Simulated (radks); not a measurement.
Coulomb parameter of the 4d shell of neutral rhodium in the model configuration [Kr] 4d7.5 5s1.5, as a second difference U = [E(n + 0.5) + E(n - 0.5) - 2 E(n)] / (0.5)^2 with all orbitals relaxed. "Bare": the charge of the atom changes with n. "Screened": the 5s shell takes up the change at fixed total charge, which measures U(4d,4d) + U(5s,5s) - 2 U(4d,5s). Calculated with a radial shooting solver on a logarithmic mesh with Libxc functionals: Dirac Kohn-Sham, BLYP, spin-unpolarised, spherical densities, finite nucleus; open shells are shared between the two j in proportion to 2j + 1; Fermi nuclear charge, rms radius 4.4945 fm.

case              configuration  E - E(n) (eV)
start          [Kr] 4d7.5 5s1.5          0.000
bare +0.5        [Kr] 4d8 5s1.5         -2.386
bare -0.5        [Kr] 4d7 5s1.5          4.852
screened +0.5      [Kr] 4d8 5s1         -0.960
screened -0.5      [Kr] 4d7 5s2          1.394

U(bare) = 9.864 eV, U(screened by 5s) = 1.734 eV. The step up makes a negative ion, whose loosely bound charge lowers the bare value.
